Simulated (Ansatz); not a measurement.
`CO[SiH2][SiH2]O`, relaxed with RKS PBE-D4/def2-SVP in Ansatz from a rough embedded geometry. The force threshold is 0.03 eV/Å; the program also tests the step.

The species carries charge 0 and has multiplicity 1.

Start:

```xyz
13

C     1.110   -0.754   -1.958
O     0.792   -0.511   -0.664
Si   -0.467    0.543   -0.375
Si   -0.769    0.658    2.026
O    -0.891   -0.830    2.657
H     1.991   -1.460   -2.042
H     1.477    0.164   -2.487
H     0.328   -1.223   -2.541
H    -1.652    0.058   -1.000
H    -0.122    1.888   -0.913
H     0.354    1.429    2.593
H    -2.025    1.446    2.291
H    -0.126   -1.407    2.413
```

(1) By how much does the energy fall, and how many steps does the optimiser take? (An estimate is asked.)

(2) Which bonds change most? (An estimate is asked.)

(3) Give the relaxed structure. (An estimate is asked.)

## Answers

(1) Ansatz gave: 41.60 kJ/mol, in 18 steps, 1 of them rejected.

(2) Computed: Si3–H9 from 1.425 to 1.512 Å; Si4–O5 from 1.621 to 1.685 Å; C1–O2 from 1.355 to 1.418 Å; Si3–Si4 from 2.423 to 2.365 Å.

(3) The calculation gave: 
```xyz
13

C     0.974   -0.997   -1.731
O     0.459   -0.523   -0.498
Si   -0.538    0.856   -0.352
Si   -0.781    0.684    1.994
O     0.080   -0.735    2.284
H     1.592   -1.897   -1.534
H     1.617   -0.237   -2.230
H     0.161   -1.282   -2.437
H    -1.788    0.680   -1.184
H     0.181    2.073   -0.886
H    -0.191    1.865    2.720
H    -2.219    0.561    2.425
H     0.453   -1.049    1.429
```
